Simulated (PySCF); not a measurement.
## AsOF + 2 H₂O → As(OH)₃ + HF

Level: PBE0 in the def2-TZVP basis family, all electrons, no relativity, computed in PySCF with density fitting; open shells unrestricted.

```csv
species,state and structure,E (Eh),ZPE (kJ/mol),H(298 K) − H(0) (kJ/mol),S° (J/(mol K))
AsOF,"singlet, Cs, As–F 1.744 Å, As–O 1.597 Å; F–As–O 105.7°",-2410.58755,12.3,11.4,272.2
H₂O,"singlet, C2v, O–H 0.960 Å (×2); H–O–H 105.1°",-76.37736,56.5,9.9,188.7
As(OH)₃,"singlet, C1, As–O 1.768 Å (×2), As–O 1.794 Å, O–H 0.961 Å, O–H 0.965 Å (×2); As–O–H 109.0°, As–O–H 111.4°, As–O–H 112.0°, O–As–O 91.2°, O–As–O 100.0° (×2)",-2462.99824,108.1,18.7,325.9
HF,"singlet, C∞v, H–F 0.920 Å",-100.39188,24.9,8.7,173.6
```

Question: What is the electronic reaction energy?

Answer: At PBE0/def2-TZVP, ΔE = -125.6 kJ/mol from the differences of the total energies times 2625.5, downhill. 

Question: Add zero-point, thermal and entropy terms for 298.15 K and 1 bar.

Answer: ΔZPE = 7.7 and Δ[H(298) − H(0)] = -3.8 kJ/mol give ΔH° = -121.7 kJ/mol. ΔS° = -150.1 J/(mol K), so ΔG° = -121.7 − 298.15 × (-0.1501) = -77 kJ/mol and log₁₀K = 13.5. ΔG° would change sign near 810 K if ΔH° and ΔS° stayed fixed.

Each species is the lowest minimum found with this bonding; other isomers or fragments can lie lower.
